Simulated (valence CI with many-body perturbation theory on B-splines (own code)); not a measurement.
# Level structure of Lu65+

Method: relativistic CI+MBPT: four valence electrons over a frozen Dirac-Fock core [He], a basis of 11 s, 11 p, 10 d, 8 f, 5 g, 2 h functions for each j, with the one-electron correlation potential Σ1 (screened to all orders), the two-electron term Σ2, the three-electron term Σ3, Breit, model QED; selected single and double excitations, second order for the rest, scaled by the run's own slope (own B-spline code, finite nucleus).

No measured spectrum was set against this ion. As an estimate, large intervals hold to a few tenths of a per cent, small ones and those within an open d or f shell to about a per cent. Among the levels kept, up to 1100 cm⁻¹ of a level comes from second order outside the variational space, and about a tenth of that is noise between levels of different J, which matters for small intervals.

Levels 91 to 135 of 214, with energies above the lowest level, (2s^2 2p1/2^2) J=0. "Leading %" is the weight of the configuration and term that name the level; weights of strongly mixed levels are sums over their largest components and can fall short, so below about 35 % the name and the second component can differ from the true leading terms, or belong to a minority configuration. In the jj column 3d3/2^4 stands for four electrons in 3d with j = 3/2. Lifetimes count E1, E2, E3, M1 and M2 decay at the calculated energies, and are blank where another channel may lead or the interval is too uncertain; long ones can be off by a factor of two.

```
No.  Configuration  Term  J  E (eV)  Leading %  Lifetime      g                    Leading jj
 91      2s 2p2 3d    3G  4   11390         34   63.5 fs  1.138   2s 2p1/2 2p3/2 3d3/2 (96 %)
 92      2s 2p2 3d    3D  3   11398         32    751 as  1.246   2s 2p1/2 2p3/2 3d3/2 (97 %)
 93      2s 2p2 3p   3P°  0   11400         80   60.9 fs         2s 2p1/2 2p3/2 3p3/2 (100 %)
 94      2s 2p2 3p   1D°  2   11403         41   4.95 fs  1.089   2s 2p1/2 2p3/2 3p3/2 (99 %)
 95      2s 2p2 3p   3P°  1   11404         32   4.59 fs  1.367   2s 2p1/2 2p3/2 3p3/2 (98 %)
 96      2s 2p2 3d    3D  2   11407         33    679 as  1.315   2s 2p1/2 2p3/2 3d3/2 (98 %)
 97      2s 2p2 3p   3P°  1   11411         50   29.8 fs  1.189   2s 2p1/2 2p3/2 3p3/2 (99 %)
 98      2s 2p2 3d    3P  1   11416         32    675 as  1.769   2s 2p1/2 2p3/2 3d3/2 (97 %)
 99      2s 2p2 3d    5D  4   11433         46   27.9 fs  1.370   2s 2p1/2 2p3/2 3d5/2 (99 %)
100      2s 2p2 3d    3F  2   11447         62   2.87 fs  0.943   2s 2p1/2 2p3/2 3d3/2 (63 %)
101      2s 2p2 3d    1P  1   11456         27   1.83 fs  0.796   2s 2p1/2 2p3/2 3d3/2 (75 %)
102      2s 2p2 3d    3G  3   11458         49   6.41 fs  0.898   2s 2p1/2 2p3/2 3d3/2 (97 %)
103      2s 2p2 3d    3P  2   11462         42   1.31 fs  1.218   2s 2p1/2 2p3/2 3d5/2 (68 %)
104      2s 2p2 3d    3F  3   11463         44    582 as  1.276   2s 2p1/2 2p3/2 3d5/2 (94 %)
105      2s 2p2 3d    3G  5   11472         62   8.91 ps  1.250  2s 2p1/2 2p3/2 3d5/2 (100 %)
106      2s 2p2 3d    3D  1   11476         65   1.03 fs  0.871   2s 2p1/2 2p3/2 3d3/2 (75 %)
107      2s 2p2 3d    3F  2   11483         32    585 as  1.007   2s 2p1/2 2p3/2 3d3/2 (94 %)
108      2s 2p2 3d    3D  1   11489         60    586 as  0.867   2s 2p1/2 2p3/2 3d5/2 (59 %)
109      2s 2p2 3d    3P  0   11490         86    500 as          2s 2p1/2 2p3/2 3d3/2 (96 %)
110      2s 2p2 3d    3D  3   11497         60    796 as  1.253   2s 2p1/2 2p3/2 3d5/2 (98 %)
111      2s 2p2 3d    3F  4   11501         58    607 as  1.200   2s 2p1/2 2p3/2 3d5/2 (97 %)
112      2s 2p2 3d    1D  2   11508         45    848 as  1.112   2s 2p1/2 2p3/2 3d5/2 (90 %)
113      2s 2p2 3d    1P  1   11520         52    768 as  1.033   2s 2p1/2 2p3/2 3d5/2 (90 %)
114      2s 2p2 3d    1S  0   11525         49    762 as          2s 2p1/2 2p3/2 3d5/2 (95 %)
115      2s 2p2 3d    3D  3   11551         41   2.98 fs  1.231   2s 2p1/2 2p3/2 3d5/2 (98 %)
116      2s 2p2 3d    3F  4   11557         46   2.23 fs  1.112  2s 2p1/2 2p3/2 3d5/2 (100 %)
117      2s 2p2 3d    3P  2   11569         48    535 as  1.210   2s 2p1/2 2p3/2 3d5/2 (98 %)
118      2s 2p2 3d    1F  3   11571         43    549 as  1.065   2s 2p1/2 2p3/2 3d5/2 (99 %)
119      2s 2p2 3d    3P  1   11571         44    784 as  1.423   2s 2p1/2 2p3/2 3d5/2 (99 %)
120      2s 2p2 3d    3D  2   11574         42    750 as  1.124   2s 2p1/2 2p3/2 3d5/2 (99 %)
121         2p3 3p    3D  3   11654         49   3.00 fs  1.317    2p1/2^2 2p3/2 3p3/2 (97 %)
122         2p3 3p    3P  1   11654         34   2.78 fs  1.331    2p1/2^2 2p3/2 3p3/2 (97 %)
123         2p3 3p    3P  2   11682         44   2.72 fs  1.310    2p1/2^2 2p3/2 3p3/2 (97 %)
124         2p3 3p    3P  0   11707         68   2.93 fs           2p1/2^2 2p3/2 3p3/2 (98 %)
125         2p3 3d   3D°  2   11725         33   7.22 fs  1.029    2p1/2^2 2p3/2 3d3/2 (98 %)
126         2p3 3d   3F°  3   11733         27   21.4 fs  1.070    2p1/2^2 2p3/2 3d3/2 (98 %)
127         2p3 3d   3D°  1   11737         34   2.68 fs  1.076    2p1/2^2 2p3/2 3d3/2 (98 %)
128         2p3 3d   3P°  0   11740         64   39.6 fs           2p1/2^2 2p3/2 3d3/2 (99 %)
129         2p3 3d   3F°  4   11818         51   78.9 fs  1.236    2p1/2^2 2p3/2 3d5/2 (99 %)
130         2p3 3d   3D°  2   11830         34   1.08 fs  1.221    2p1/2^2 2p3/2 3d5/2 (98 %)
131         2p3 3d   3D°  3   11846         47    488 as  1.203    2p1/2^2 2p3/2 3d5/2 (97 %)
132         2p3 3d   3D°  1   11859         32    728 as  1.069    2p1/2^2 2p3/2 3d5/2 (98 %)
133      2s 2p2 3s    5P  3   12058         62   10.5 fs  1.510         2s 2p3/2^2 3s (100 %)
134      2s 2p2 3s    3P  2   12085         55   4.10 fs  1.339         2s 2p3/2^2 3s (100 %)
135      2s 2p2 3p   3P°  2   12165         27   6.89 fs  1.549      2s 2p3/2^2 3p1/2 (100 %)
```
